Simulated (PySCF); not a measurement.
Level of theory: TPSSh-D3(BJ)/def2-TZVP (PySCF 2.14.0). Gas-phase values, no solvent. One relaxed conformer stands for a flexible species; it need not be the lowest. Excitations are Tamm–Dancoff values on a coarser integration grid. The basis has no diffuse functions, so Rydberg states are missing or too high.

Reference species (SMILES): `C(#C/C=[O+]\[H])C` (charge +1, multiplicity 1).

| Quantity | Result |
|---|---|
| brightest of the four lowest singlets (TDA) | 5.33 eV |
| S1–T1 gap (TDA) | 0.32 eV |
| S1 oscillator strength | 0.000 |

Changed species: `C(/S)=[O+]/[H]` (O–C–S–H torsion 0°) (X = mercapto, proton added; the reference has X = propynyl, proton added).

**Question.** What does the change do to the brightest of the four lowest singlets (TDA), S1–T1 gap (TDA) and S1 oscillator strength?

**Answer.** the brightest of the four lowest singlets (TDA) goes up by 1.28 eV, to 6.61 eV; the S1–T1 gap (TDA) goes up by 2.26 eV, to 2.58 eV; the S1 oscillator strength hardly moves.
